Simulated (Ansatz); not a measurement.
Isolated molecules relaxed with PBE0-D4/def2-TZVP in Ansatz; ΔE leaves out vibrations. CBS: MP2 limit from def2 TZ/QZ plus the TZ coupled-cluster correction, frozen cores. DFT in def2-TZVPP. Each species was taken in one conformer, which may not be the lowest.

Consider the isomerisation: `C[SiH](O)C=O` → `O/C=C/[SiH2]O`.

```
             level  ΔE (kJ/mol)  difference from CCSD(T)/CBS
            PBE-D4         29.2                          1.5
         r2SCAN-D4         26.9                         -0.8
           PBE0-D4         25.9                         -1.8
           ωB97X-V         33.1                          5.4
            B2PLYP         29.8                          2.1
            r2SCAN         26.8                         -0.9
SCS-MP2/def2-TZVPP         30.2                          2.5
     HF/def2-QZVPP         27.5                         -0.2
      HF/CBS(def2)         27.5                         -0.2
     MP2/CBS(def2)         25.4                         -2.3
       CCSD(T)/CBS         27.7                            0
```

Largest T1 diagnostic among the species: 0.014.

From PBE to PBE0 (25 % exact exchange), in def2-TZVPP and without D4, ΔE moves by −3.3 kJ/mol.
